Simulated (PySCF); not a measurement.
Identify the unknown among the candidates.

All candidates are C7H16O.

* Triplet: lowest triplet excitation (Tamm–Dancoff): 7.42 eV [TDA wB97X-D/def2-SVPD]
* 13C NMR: chemical shifts (computed TMS as zero) by class: 79.9 (1 C), 67.3 (1 C), 31.9 (1 C), 28.1 (3 C), 14.8 (1 C) ppm [GIAO PBE0/pcSseg-1]
* 1H NMR: chemical shifts (computed TMS as zero) by class: 3.56 (2 H), 2.84 (2 H), 1.13 (3 H), 0.90 (9 H) ppm [GIAO PBE0/pcSseg-1]
* UV, first state: lowest singlet excitation: 7.50 eV (165 nm, f = 0.022) [TDDFT wB97X-D/def2-SVPD]
* Valence photoelectron: vertical ionisation energy: 9.47 eV [ΔSCF wB97X-D/def2-SVPD]
* Dipole: 1.15 D [wB97X-D/def2-SVPD]
* Rotational structure: rotational constants A, B, C: 3.608, 1.047, 1.013 GHz [PBE0-D3(BJ)/def2-SVP]

Electronic properties: PySCF, gas phase, density fitting. Levels stand in brackets. The structure is a single PBE0-D3(BJ)/def2-SVP conformer in the gas phase; no vibrational or solvent corrections. NMR values are class means; diastereotopic atoms form classes of their own.

Task: Which candidate is it?
A. `CCC(C)(C)CCO`
B. `CCOCC(C)(C)C`
C. `CC(C)OC(C)(C)C`

Result: B. It is `CCOCC(C)(C)C`. Numbering: `[CH3:1][CH2:2][O:3][CH2:4][C:5]([CH3:6])([CH3:7])[CH3:8]`. Its formula, C7H16O, gives 0 degrees of unsaturation, so no ring and no π bond. 7 carbons fall into 5 classes; from least to most shielded: sp3 carbon bound to oxygen [C4] (79.9 ppm), sp3 carbon bound to oxygen [C2] (67.3 ppm), quaternary sp3 carbon [C5] (31.9 ppm), methyl carbon [C6/C7/C8] (28.1 ppm, 3 C), methyl carbon [C1] (14.8 ppm). Hydrogen classes from least to most shielded: 2 H on an sp3 carbon bound to oxygen, C2 (3.56 ppm, a mean of values up to 0.7 ppm apart in this geometry), 2 H on an sp3 carbon bound to oxygen, C4 (2.84 ppm, a mean of values up to 0.8 ppm apart in this geometry), 3 H on a methyl carbon, C1 (1.13 ppm, a mean of values up to 0.8 ppm apart in this geometry), 9 H on 3 methyl carbons, C6/C7/C8 (0.90 ppm, a mean of values up to 1.1 ppm apart in this geometry). The first electron is taken from the HOMO, whose largest Löwdin shares are 0.56 on the ether oxygen, 0.11 on an sp3 carbon bound to oxygen, 0.07 on an sp3 carbon bound to oxygen and 0.07 on a methyl carbon. The optimised geometry has point group C1 and is an asymmetric top.

The others, at the same levels:
- `CC(C)OC(C)(C)C` fails: its computed vertical ionisation energy is 9.12 eV (against 9.47 eV), rotational constant A is 2.941 GHz (against 3.608 GHz) and smallest rotational constant is 1.214 GHz (against 1.013 GHz).
- `CCC(C)(C)CCO` fails: it has 6 carbon classes against 5; its computed 13C shifts are 61.1 (1 C), 45.8 (1 C), 34.6 (1 C), 31.4 (1 C), 31.0 (2 C), 9.7 (1 C) ppm, 1H shifts are 3.54 (2 H), 1.17 (2 H), 1.03 (2 H), 0.94 (3 H), 0.86 (6 H), -0.74 (1 H) ppm and lowest singlet excitation is 7.24 eV (171 nm, f = 0.008) (against 7.50 eV).

Each candidate is one conformer, not necessarily the lowest. The conformers computed, where there is a choice (atom-mapped SMILES and torsion angles):
- `[CH3:1][CH2:2][O:3][CH2:4][C:5]([CH3:6])([CH3:7])[CH3:8]`: C1–C2–O3–C4 74°, C2–O3–C4–C5 173°, O3–C4–C5–C6 180°
- `[CH3:1][CH:2]([CH3:3])[O:4][C:5]([CH3:6])([CH3:7])[CH3:8]`: C1–C2–O4–C5 119°, C2–O4–C5–C6 -62°
- `[CH3:1][CH2:2][C:3]([CH3:4])([CH3:5])[CH2:6][CH2:7][OH:8]`: C1–C2–C3–C4 -178°, C2–C3–C6–C7 -57°, C3–C6–C7–O8 178°, H–O8–C7–C6 58°
